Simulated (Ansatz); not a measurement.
A nudged elastic band was laid between two geometries of GeH₃N (5 atoms, charge 0, multiplicity 1).

All numbers below come from Ansatz, RKS PBE0/def2-SVP.

```yaml
movable_images: 5
climbing_image: yes
spring: 5.0 eV/Å²
optimiser: quadratic models (default)
start_path: through a guess of the saddle point
force_threshold: 0.05 eV/Å
iteration_limit: 60
end_points: relaxed
```

First end point:

```xyz
5
Properties=species:S:1:pos:R:3
N -0.084 -0.599 0.097
Ge 0.989 0.855 0.261
H 0.184 -1.504 0.469
H -0.992 -0.626 -0.355
H -0.048 1.800 -0.512
```

Last end point:

```xyz
5
Properties=species:S:1:pos:R:3
N -0.189 -0.126 0.009
Ge 1.869 0.721 -0.108
H -0.340 -0.805 0.755
H -0.482 -0.532 -0.879
H -0.807 0.668 0.182
```

What changes between the two ends?

Bonds broken: Ge2–H5. Bonds formed: N1–H5.

What energy profile does the band end with?

It converged. The highest image is number 4 of 0 to 6, 3.10 eV above the first end and 0.80 eV above the last; the last end lies 2.29 eV above the first. Neighbouring images differ by up to 1.3 eV, so the band resolves the path poorly. A vibrational analysis at the climbing image gives one clearly imaginary mode, 1494i cm⁻¹: a first-order saddle point. The orbitals stay closed-shell, which can raise the energy where a bond breaks towards radicals; this wasn't checked here.

```tsv
image	path coordinate (Å)	energy (eV)	Ge2–H5 (Å)	N1–H5 (Å)
0	0.00	0.00	1.60	2.48
1	0.39	0.19	1.59	2.28
2	0.78	0.85	1.57	2.01
3	1.17	2.14	1.61	1.65
4	1.56	3.10	1.77	1.26
5	2.01	2.52	2.21	1.03
6	2.47	2.29	2.69	1.02
```

What is the geometry of the highest image?


```xyz
5
Properties=species:S:1:pos:R:3
N -0.118 -0.339 0.039
Ge 1.433 0.982 -0.100
H -0.165 -1.106 0.721
H -0.768 -0.510 -0.725
H -0.332 0.899 0.024
```

Run time: 61 s on 1 thread of Arm Neoverse V2 (shared host), peak memory 0.22 GiB.
